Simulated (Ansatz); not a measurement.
Input file for Ansatz (a program for electronic structure): R-CCSDT(Q)/cc-pVTZ on NH (SMILES [NH]), 2S+1 = 1, a spin state set in the input, which need not be the lowest.

Ansatz 0.2 input:
```yaml
crystal:
  periodic: [false, false, false]
  atoms:
    - {symbol: N, position_ang: [-0.00000000, -0.00000000, -0.13018578]}
    - {symbol: H, position_ang: [0.00000000, 0.00000000, 0.91130049]}
basis:
  gaussian:
    orbitals: cc-pVTZ
magnetization: {spin_polarized: false}
correlation: {method: ccsdt_q, electrons: outside_noble_gas}
scf: {omitted_lower_state_checks: [cluster_reference]}
```

It printed:

```
WARN ansatz: RAYON_NUM_THREADS=2 ignored (pool sized by the plan → 2); use --threads N
Functional definition: HF
these checks for a lower state are left out or cut short: cluster_reference
integrals: 0.02 GiB planned
489 factors; integrals over basis functions are off by at most 1.8e-7 eV
mean field: 0.05 GiB planned
mean field evaluation 1: about -1492.9700 eV, gradient 9.5e0 eV
mean field evaluation 2: about -1492.9701 eV, gradient 9.5e0 eV
mean field evaluation 4: about -1493.2011 eV, gradient 4.6e-1 eV
mean field evaluation 8: about -1493.2019 eV, gradient 1.4e-4 eV
mean field evaluation 16: about -1493.2019 eV, gradient 6.3e-5 eV
mean field -1493.20193841 eV, -54.8741591078 hartree, gradient 2.5e-6 eV, S^2 0.000000; 2 other end points of the search recorded, 0 dependent functions left out; unrestricted orbitals would lower it
1 core orbitals not correlated
reference -1493.20193841 eV, -54.8741591078 hartree; 3, 3 occupied and 40, 40 virtual orbitals, 489 factors
second order -4.28649249 eV of doubles, -0.00000000 eV of singles
coupled cluster: 0.14 GiB planned
cycle   1  -4.73680861 eV  change   -4.5e-1 eV  update   5.3e-2
cycle   2  -5.10336473 eV  change   -3.7e-1 eV  update   3.1e-2
cycle   3  -5.13029284 eV  change   -2.7e-2 eV  update   2.1e-2
cycle   4  -5.14336869 eV  change   -1.3e-2 eV  update   1.8e-2
cycle   5  -5.17598863 eV  change   -3.3e-2 eV  update   1.7e-2
cycle   6  -5.24574916 eV  change   -7.0e-2 eV  update   1.7e-2
cycle   7  -5.39678948 eV  change   -1.5e-1 eV  update   1.5e-2
cycle   8  -5.54588030 eV  change   -1.5e-1 eV  update   1.0e-2
cycle   9  -5.54617754 eV  change   -3.0e-4 eV  update   4.3e-3
cycle  10  -5.58863061 eV  change   -4.2e-2 eV  update   2.3e-3
cycle  11  -5.56956152 eV  change    1.9e-2 eV  update   1.0e-3
cycle  12  -5.58001754 eV  change   -1.0e-2 eV  update   5.7e-4
cycle  13  -5.57744918 eV  change    2.6e-3 eV  update   1.9e-4
cycle  14  -5.57759690 eV  change   -1.5e-4 eV  update   3.1e-5
cycle  15  -5.57756951 eV  change    2.7e-5 eV  update   1.2e-5
cycle  16  -5.57759426 eV  change   -2.5e-5 eV  update   5.6e-6
cycle  17  -5.57759698 eV  change   -2.7e-6 eV  update   2.8e-6
cycle  18  -5.57759551 eV  change    1.5e-6 eV  update   1.3e-6
cycle  19  -5.57759610 eV  change   -5.9e-7 eV  update   6.7e-7
coupled cluster: 0.14 GiB planned
perturbative correction -0.03963700 eV, -0.0014566328 hartree
WARN: these amplitudes may be one of several solutions (largest doubles amplitude 0.92, level shift 0.00 eV)
Total energy: -1498.81917150 eV, -55.0805886165 hartree
Checks for a lower state left out: cluster_reference
```

Self-consistency was reached.

Warnings raised: other roots.

Cost: around 8 core-seconds (rough).
